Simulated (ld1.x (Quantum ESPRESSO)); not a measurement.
## What one change does to a pseudopotential (Cl (Z = 17), PAW)

Cl, PAW, made with ld1.x (Quantum ESPRESSO) 7.5 (PBE, non-relativistic). Core [Ne], reference 3s2 3p5. Waves: 3s (bound): rcut 0.95, rcutus 1.30 bohr; 3s channel at -0.45 Ry: rcut 0.95, rcutus 1.30 bohr; 3p (bound): rcut 1.35, rcutus 1.65 bohr; 3p channel at -0.3 Ry: rcut 1.35, rcutus 1.65 bohr; 3d channel at 0.3 Ry: rcut 1.45, rcutus 1.80 bohr; 3d channel at 1.65 Ry: rcut 1.45, rcutus 1.80 bohr. Local part: all-electron potential smoothed inside 1.05 bohr (lloc = -1). Core correction: Bessel-smoothed model core inside 1.00 bohr. Augmentation charge: PSQ, inside the norm-conserving radii.

Change: scalar-relativistic.

Cutoffs: the cutoffs (Ry, on a coarse ladder) from which the occupation-weighted sum of valence levels, in a spherical-Bessel basis at the reference potential, stays within 10 and 1 mRy of its value at 400 Ry; they do not see the model core or the augmentation charge, which bear on the density cutoff. Errors are all-electron minus pseudo energies relative to the spin-unpolarised reference configuration.

Question: What does the change do?

Answer: The potential gets neither clearly harder nor softer (25 Ry and 40 Ry → 25 Ry and 40 Ry); of the 7 tests that both files solve, the error grows in 3 and shrinks in 0 by more than 15 % and 0.3 meV (median size 0.6 → 1.6 meV); neither file shows a bound ghost.

```csv
quantity,base,changed
"cutoff, loose",25 Ry,25 Ry
"cutoff, tight",40 Ry,40 Ry
bound ghosts,none,none
"error for 3s2 3p4, meV [ΔE 13.89 → 13.88 eV]",-0.6,-1.6
"error for 3s2 3p3, meV [ΔE 39.35 → 39.32 eV]",-5.3,-7.3
"error for 3s2 3p2, meV [ΔE 77.66 → 77.63 eV]",-23,-26
"error for 3s2 3p4.5, meV [ΔE 5.59 → 5.58 eV]",-0.1,-0.6
"error for 3s2 3p1, meV [ΔE 129.90 → 129.87 eV]",-73,-77
"error for 3s2 3p5.3, meV [ΔE -2.14 eV]",0.0,+0.2
"error for 3s1 3p6, meV [ΔE 11.97 → 12.15 eV]",+0.2,-0.1
s: phases at 1.96 bohr within 0.05 rad from the reference energy up to (Ry; the scan ends near 5),to the end of the scan,4.9
p: phases at 1.96 bohr within 0.05 rad from the reference energy up to (Ry; the scan ends near 5),to the end of the scan,to the end of the scan
d: phases at 1.96 bohr within 0.05 rad from the reference energy up to (Ry; the scan ends near 5),4.6,4.6
lowest overlap eigenvalue by channel,"s 0.43, p 0.79, d 0.96","s 0.43, p 0.79, d 0.96"
```
